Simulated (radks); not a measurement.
Problem. These are the eigenvalues of the occupied orbitals of an atom or ion with whole-number occupations (hartree). Method: scalar-relativistic Kohn-Sham, BLYP, spin-polarised, spherical densities, finite nucleus; Fermi nuclear charge, rms radius of each element as measured or else 0.836 A^(1/3) + 0.57 fm; computed with a radial shooting solver on a logarithmic mesh with Libxc functionals.

| orbital | eigenvalue |
|---|---|
| 1s down | -1719.440 |
| 1s up | -1719.439 |
| 2s up | -284.5257 |
| 2s down | -284.5221 |
| 2p up | -254.2709 |
| 2p down | -254.2682 |
| 3s up | -65.84126 |
| 3s down | -65.82224 |
| 3p up | -56.38426 |
| 3p down | -56.36519 |
| 3d up | -43.55869 |
| 3d down | -43.54266 |
| 4s up | -16.39605 |
| 4s down | -16.35096 |
| 4p up | -13.23556 |
| 4p down | -13.19147 |
| 4d up | -8.79245 |
| 4d down | -8.74915 |
| 5s up | -4.67782 |
| 5s down | -4.63696 |
| 4f up | -3.93027 |
| 5p up | -3.74995 |
| 5p down | -3.70848 |
| 5d up | -2.50513 |

Which element is it, and in what charge state? The configuration may be excited. Open shells, if any, are filled with parallel spins first.

Solution. Z = 62, samarium, charge +6: Sm6+ in [Xe] 4f1 5d1. The list shows which subshells hold electrons but not how many an open one holds; the 1s level, -1719.4 hartree, gives Z - s = 58.6 by -(Z - s)^2/2, which with screening and relativity narrows Z to a few neighbours, and the depths of the outer levels then fix element, charge and occupations together.
